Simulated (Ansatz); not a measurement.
Compare A (`S=C1C[SiH2]1`) with its isomer B (`SC1=C[SiH2]1`).

Calculated with Ansatz (gas phase, PBE0-D4/def2-TZVP geometries, no zero-point term in ΔE). CCSD(T)/CBS is the MP2 limit (def2-TZVPP, def2-QZVPP) plus CCSD(T) − MP2 in def2-TZVPP, frozen cores. DFT in def2-TZVPP. One conformer a species, not always the lowest.

(1) Which is lower in electronic energy at CCSD(T)/CBS, and by how much? (Best estimate.)

(2) Give E(B) − E(A) in kJ/mol with BLYP-D4, PBE-D4, CCSD/def2-TZVPP, CCSD(T)/def2-TZVPP, CCSD(T)/def2-SVP, LDA (SPW92), HF/def2-TZVPP. (An estimate is asked.)

(3) Does the order hold for the free energy at 298.15 K (harmonic terms from PBE0-D4)? (Estimate.)

Largest T1 diagnostic: 0.017.

Results:

(1) Ansatz gave: B, by 31.7 kJ/mol.

(2) The calculation gave: BLYP-D4 -23.4, PBE-D4 -25.9, CCSD/def2-TZVPP -33.8, CCSD(T)/def2-TZVPP -29.8, CCSD(T)/def2-SVP -26.1, LDA (SPW92) -26.0, HF/def2-TZVPP -49.0. None reverses the order clearly.

(3) Computed: Yes: G(B) − G(A) = -32.5 kJ/mol, for one conformer each.

At CCSD(T), def2-SVP lies +5.5 kJ/mol from the extrapolated value and def2-TZVPP +1.9 kJ/mol. Leaving LDA and LC-ωPBE aside and taking each functional with its dispersion term where it has one, the values, not all of them listed here, spread over 14.6 kJ/mol, from BHLYP-D4 to BLYP-D4.
